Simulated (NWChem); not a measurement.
Molecule: CdHOI; SMILES [I][Cd][OH]

```xyz
4

Cd    -0.4746     0.8963     0.0000
I      0.4005    -1.5317     0.0000
O     -1.2350     2.7125     0.0000
H     -0.5467     3.3881     0.0000
```
Atoms are numbered in this order, from 1.

All runs: NWChem. Structure relaxed at the PBE0/def2-SVP level. def2 effective core potentials on Cd, I; no spin-orbit coupling. Level: PBE0/def2-SVPD; rows give the wavelength of the field.

For field static:

| Property | Result |
|---|---|
| isotropic polarisability (bohr³) | 71.1 |
| anisotropy (bohr³) | 44.6 |

Question: What are these values for field 589 nm?

Answer: The isotropic polarisability (bohr³) is 75.2 and the anisotropy (bohr³) comes out as 48.9.
